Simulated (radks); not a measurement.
Polarisability of the samarium ion Sm8+, [Kr] 4d10 4f4 5s2 5p2, at imaginary frequency. Method: non-relativistic Kohn-Sham, PBE, spin-unpolarised, spherical densities, point nucleus; relativity is left out, which matters for an element this heavy; computed with a radial shooting solver on a logarithmic mesh with Libxc functionals. Response by self-consistent Sternheimer equations with the Hartree and adiabatic LDA kernel.

w (hartree)  alpha1(iw) (bohr^3)
0.00266                    2.728
0.0143                     2.728
0.0360                     2.726
0.0697                     2.719
0.118                      2.702
0.186                      2.663
0.280                      2.587
0.413                      2.446
0.605                      2.208
0.892                      1.853
1.35                       1.403
2.12                      0.9379
3.59                      0.5457
6.94                      0.2512
17.5                     0.06666

Static values: alpha1 = 2.728 bohr^3 (0.4043 angstrom^3; uncoupled 4.898). C6 = 8.375, triple-dipole C9 = 15.57 atomic units. One-pole (London) frequency 4 C6 / (3 alpha1^2) = 1.500 hartree, against 4.497 for minus the highest occupied eigenvalue.
